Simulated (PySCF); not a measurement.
A species of formula C6H12NP has this rotational fingerprint, computed with PBE0/pcSseg-1 in PySCF (dipole) on a GFN2-xTB geometry, gas phase:

- Rotational constants: A = 3635, B = 657.0, C = 613.7 MHz
- Dipole components: |μa| = 3.49 D, |μb| = 1.52 D, |μc| = 0.51 D
- Inertial defect: -84.72 u·Å²
- κ: -0.97

**Question.** Which structure is it? (One computed conformer of each.)
A. `[CH3:1][CH:2]([CH3:3])[P:4]([CH3:5])[CH2:6][C:7]#[N:8]` with C1–C2–P4–C5 -71°, C2–P4–C6–C7 164°
B. `[CH3:1][CH2:2][CH2:3][PH:4][CH2:5][CH2:6][C:7]#[N:8]` with C1–C2–C3–P4 58°, C2–C3–P4–C5 75°, C3–P4–C5–C6 163°, P4–C5–C6–C7 179°
C. `[CH3:1][C:2]1=[CH:3][CH2:4][P@:5]([CH3:6])(=[NH:7])[CH2:8]1` with C2–C3–C4–P5 -20°, C3–C4–P5–C6 -79°, C4–P5–C8–C2 -27°, C1–C2–C8–P5 -159°

**Answer.** B. It is CCCPCCC#N, a near-prolate asymmetric top, point group C1. The candidates at the same level (rigid rotor, commonest isotopes):

```csv
SMILES,A (MHz),B (MHz),C (MHz),μa (D),μb (D),μc (D),Δ (u·Å²),point group,rotor
CC1=CC[P@](C)(=N)C1,3178,1219,1158,3.38,0.50,0.42,-137.06,C1,near-prolate asymmetric top
CC(C)P(C)CC#N,3327,990.5,823.1,4.37,0.61,1.76,-48.18,C1,asymmetric top
CCCPCCC#N,3635,657.0,613.7,3.49,1.52,0.51,-84.72,C1,near-prolate asymmetric top
```

`CC(C)P(C)CC#N` has B 51 % too high; `CC1=CC[P@](C)(=N)C1` has C 89 % too high. No structure here is proved a minimum.
